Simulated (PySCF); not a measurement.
HCl, charge +1, doublet, geometry from GFN2-xTB (a state made from the parent by changing its charge; the spin is typed, not shown lowest); WB97X-V/cc-pVTZ (PySCF).

Here is a job for PySCF.
```python
from pyscf import gto, scf, dft

mol = gto.Mole()
mol.atom = '''
    Cl   -0.000000   -0.000000   -0.073934
    H     0.000000    0.000000    1.256873
'''
mol.basis = 'cc-pvtz'
mol.charge = 1
mol.spin = 1
mol.verbose = 4
mol.build()

mf = dft.UKS(mol)
mf.xc = 'wb97x_v'
mf.kernel()
```

### Question
Write the output that PySCF gives for this input, abridged.

### Answer

```
PySCF version 2.14.0

[INPUT] verbose = 4
[INPUT] num. atoms = 2
[INPUT] num. electrons = 17
[INPUT] charge = 1
[INPUT] spin (= nelec alpha-beta = 2S) = 1
[INPUT] symmetry False subgroup None
[INPUT] Mole.unit = angstrom
[INPUT] Symbol           X                Y                Z      unit          X                Y                Z       unit  Magmom
[INPUT]  1 Cl     0.000000000000   0.000000000000  -0.073934000000 AA    0.000000000000   0.000000000000  -0.139715011294 Bohr   0.0
[INPUT]  2 H      0.000000000000   0.000000000000   1.256873000000 AA    0.000000000000   0.000000000000   2.375145743360 Bohr   0.0

nuclear repulsion = 6.75981760363449
number of shells = 15
number of NR pGTOs = 75
number of NR cGTOs = 48
basis = cc-pvtz
ecp = {}

******** <class 'pyscf.dft.uks.UKS'> ********
method = UKS
initial guess = minao
damping factor = 0
level_shift factor = 0
DIIS = <class 'pyscf.scf.diis.CDIIS'>
diis_start_cycle = 1
diis_space = 8
diis_damp = 0
SCF conv_tol = 1e-09
SCF conv_tol_grad = None
SCF max_cycles = 50
direct_scf = True
direct_scf_tol = 1e-13
number electrons alpha = 9  beta = 8
XC library pyscf.dft.libxc version 7.1.2
    S. Lehtola, C. Steigemann, M. J. T. Oliveira, and M. A. L. Marques,  SoftwareX 7, 1–5 (2018)
XC functionals = wb97x_v
    N. Mardirossian and M. Head-Gordon,  Phys. Chem. Chem. Phys. 16, 9904–9924 (2014)
radial grids:
    Treutler-Ahlrichs [JCP 102, 346 (1995); DOI:10.1063/1.469408] (M4) radial grids

becke partition: Becke, JCP 88, 2547 (1988); DOI:10.1063/1.454033
pruning grids: <function nwchem_prune>
grids dens level: 3
symmetrized grids: False
atomic radii adjust function: <function treutler_atomic_radii_adjust>
** Following is NLC and NLC Grids **
NLC functional = wb97x_v
radial grids:
    Treutler-Ahlrichs [JCP 102, 346 (1995); DOI:10.1063/1.469408] (M4) radial grids

becke partition: Becke, JCP 88, 2547 (1988); DOI:10.1063/1.454033
pruning grids: <function nwchem_prune>
grids dens level: 3
symmetrized grids: False
atomic radii adjust function: <function treutler_atomic_radii_adjust>
small_rho_cutoff = 0
Set gradient conv threshold to 3.16228e-05
tot grids = 28688
tot grids = 28688
init E= -460.623380023275

cycle= 1 E= -460.245755531641  delta_E= 0.378  |g|= 0.25  |ddm|= 0.661
cycle= 2 E= -460.284675904595  delta_E= -0.0389  |g|= 0.101  |ddm|= 0.284
cycle= 3 E= -460.287820453655  delta_E= -0.00314  |g|= 0.0114  |ddm|= 0.0576
cycle= 4 E= -460.28792370233  delta_E= -0.000103  |g|= 0.00259  |ddm|= 0.0151
cycle= 5 E= -460.287930386916  delta_E= -6.68e-06  |g|= 0.000724  |ddm|= 0.0033
cycle= 6 E= -460.28793081729  delta_E= -4.3e-07  |g|= 0.000228  |ddm|= 0.000647
cycle= 7 E= -460.287930877699  delta_E= -6.04e-08  |g|= 6.59e-05  |ddm|= 0.000278
cycle= 8 E= -460.287930886302  delta_E= -8.6e-09  |g|= 1.9e-05  |ddm|= 0.000119
cycle= 9 E= -460.287930887072  delta_E= -7.7e-10  |g|= 3.79e-06  |ddm|= 4.07e-05
Extra cycle  E= -460.287930887093  delta_E= -2.1e-11  |g|= 1.86e-06  |ddm|= 4.28e-06
converged SCF energy = -460.287930887093  <S^2> = 0.75313298  2S+1 = 2.0031305
```
